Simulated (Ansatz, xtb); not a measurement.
## Worked example: C2H6S2 + SiH4 → CH6S2Si + CH4

Species: C2H6S2 `CSSC`, singlet; SiH4 (silane) `[SiH4]`, singlet; CH6S2Si `CSS[SiH3]`, singlet; CH4 (methane) `C`, singlet. The partners trade CH3 for SiH3: S–CH3 and H–SiH3 bonds give way to S–SiH3 and H–CH3.

Shapes, held fixed at every level: PBE0-D4/def2-TZVP. Flexible molecules stand in one conformer, not always the lowest. Programs: Ansatz 0.2.0, xtb 6.7.1. The zero-point and thermal change to 298 K, harmonic and unscaled (PBE0-D4/def2-TZVP), is +6.3 kJ/mol.

At CCSD(T)/CBS estimate; 1 Eh = 2625.50 kJ/mol:

| species | energy (Eh) |
| --- | --- |
| C2H6S2 | -875.269946 |
| SiH4 | -291.463062 |
| CH6S2Si | -1126.310433 |
| CH4 | -40.462061 |

Task: Work out ΔH(298 K) of the reaction at this level.

Result: 
1. Products less reactants: (-1126.310433) + (-40.462061) − [(-875.269946) + (-291.463062)] = -0.039486 Eh = -103.7 kJ/mol.
2. With the thermal change: -103.7 + (+6.3) = -97.4 kJ/mol.

Other levels give -97.8 (r2SCAN-D4/def2-TZVPP) to -91.9 kJ/mol (CCSD(T)/def2-SVP). No measured value is set beside it here. The CBS estimate extrapolates MP2 from def2-TZVPP and def2-QZVPP and adds CCSD(T) − MP2 in the triple-zeta set, cores frozen.
